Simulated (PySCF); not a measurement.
H₂F₃GeN (SMILES [NH2][Ge]([F])([F])[F]), singlet, geometry from GFN2-xTB, atoms displaced at random by about 0.08 Å a coordinate. Base run: PySCF with TPSS/STO-3G, gradient.

Input for PySCF:
```python
from pyscf import gto, scf, dft

mol = gto.M(
    atom='''
N     1.74464186   -0.30450288   -0.09959787
Ge    0.01952786    0.09721479   -0.04052677
F    -1.02072238   -0.92343468   -1.19239693
F    -0.51365900    1.69734611   -0.25354484
F    -0.66293475   -0.21733120    1.47289529
H     1.99883790   -1.17480258   -0.18879349
H     2.47749288    0.49183167    0.23135586
''',
    basis='sto-3g',
    verbose=4,
)

mf = dft.RKS(mol)
mf.xc = 'tpss'
mf.kernel()
g = mf.nuc_grad_method()
grad = g.kernel()
```

The coordinate followed is z of atom 2.

The base run was repeated with changes; each row names its change, and settings that it needs were set with it.

```
change                                                  dE/dx (Eh/bohr)  net force (Eh/bohr)
------------------------------------------------------  ---------------  -------------------
base                                                           0.029940             0.000294
finite difference step (bohr) = 1e-4; conv_tol = 1e-11         0.029945                    -
grids.level = 1; grid_response = off                           0.029695             0.003621
finite difference step (bohr) = 0.05; conv_tol = 1e-11         0.029999                    -
conv_tol = 1e-11                                               0.029940             0.000294
finite difference step (bohr) = 1e-5; conv_tol = 1e-11         0.029945                    -
finite difference step (bohr) = 1e-3; conv_tol = 1e-11         0.029945                    -
conv_tol = 1e-4                                                0.029280             0.000294
conv_tol = 1e-6                                                0.029915             0.000294
density fitting = on; auxbasis_response = off                  0.029871             0.005127
density fitting = on                                           0.029939             0.000294
grids.level = 5; grid_response = on                            0.029968             0.000000
```

The net force is zero for an exact gradient.
